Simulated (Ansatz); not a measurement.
Compare A (`BC(C)([SiH3])C#N`) with its isomer B (`BC(=C)N1C[SiH2]1`).

Computed with Ansatz on PBE0-D4/def2-TZVP structures; ΔE is electronic, products minus reactants. CCSD(T)/CBS adds triple-zeta CCSD(T) − MP2 to the extrapolated MP2 energy (def2 sets, frozen cores). Functionals use def2-TZVPP. B3LYP here is the variant with VWN-RPA as its local correlation; programs differ in this. Each species was taken in one conformer, which may not be the lowest.

A:

```xyz
14

B     0.3288    0.9917    1.2706
C    -0.3049    0.2875    0.0535
C    -1.2242   -0.9162    0.3191
Si    1.3292   -0.4157   -0.7389
C    -0.8298    1.1758   -0.9575
N    -1.2507    1.8696   -1.7758
H     0.7221    2.1145    1.1885
H     0.5032    0.3544    2.2674
H    -2.1799   -0.5771    0.7227
H    -0.7654   -1.5822    1.0518
H    -1.4289   -1.4826   -0.5918
H     1.9419   -1.3683    0.2196
H     2.2733    0.6757   -1.0692
H     0.8855   -1.1272   -1.9599
```

B:

```xyz
14

B    -1.9087    0.6896    0.3544
C    -0.8220   -0.1817   -0.3048
C    -1.2316   -1.2569   -1.0144
N     0.5140    0.1549   -0.2134
C     1.1759    1.0216    0.7694
Si    2.1299   -0.3363   -0.0363
H    -3.0502    0.3557    0.2436
H    -1.6345    1.6812    0.9654
H    -2.2863   -1.4787   -1.0924
H    -0.5367   -1.9163   -1.5289
H     0.8680    0.8948    1.8092
H     1.2871    2.0672    0.4840
H     3.0578   -0.1317   -1.1712
H     2.4373   -1.5635    0.7355
```

Q: Which isomer does CCSD(T)/CBS put lower? Give the gap. (An estimate is asked.)

A: Computed: A, by 120.2 kJ/mol.

Q: Give E(B) − E(A) in kJ/mol with CCSD/def2-TZVPP, PBE0-D4, CCSD(T)/def2-TZVPP, B3LYP, B2PLYP, B3LYP-D4, HF/def2-TZVPP. (An estimate is asked.)

A: Computed: CCSD/def2-TZVPP 132.6, PBE0-D4 96.2, CCSD(T)/def2-TZVPP 130.1, B3LYP 103.4, B2PLYP 118.1, B3LYP-D4 105.3, HF/def2-TZVPP 141.1. None reverses the order clearly.

Largest T1 diagnostic: 0.013.

In def2-TZVPP, CCSD(T) changes the Hartree–Fock value by −11.0 kJ/mol (the triples alone add −2.5 kJ/mol) and MP2 by −6.1 kJ/mol. From PBE to PBE0 (25 % exact exchange), in def2-TZVPP and without D4, E(B) − E(A) moves by +5.0 kJ/mol.
